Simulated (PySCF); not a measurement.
C2H4N, SMILES [CH]=NC, multiplicity 2. Coordinates come from a B3LYP-D3(BJ)/def2-TZVP optimisation. The isomer is the one that the SMILES or the coordinates give; other isomers of the formula were not compared.

Computed equilibrium geometry at B3LYP-D3(BJ)/def2-TZVP (PySCF confirms it by a frequency run) as Cartesian coordinates in Å, and its point group:
point group Cs.
```xyz
7

C     -0.0626     1.3134     0.0000
N      0.4565     0.2178     0.0000
C     -0.1440    -1.1103     0.0000
H     -1.1187     1.6272     0.0000
H      0.2006    -1.6518    -0.8810
H      0.2006    -1.6518     0.8810
H     -1.2381    -1.0667     0.0000
```
Charge 0, spin multiplicity 2.
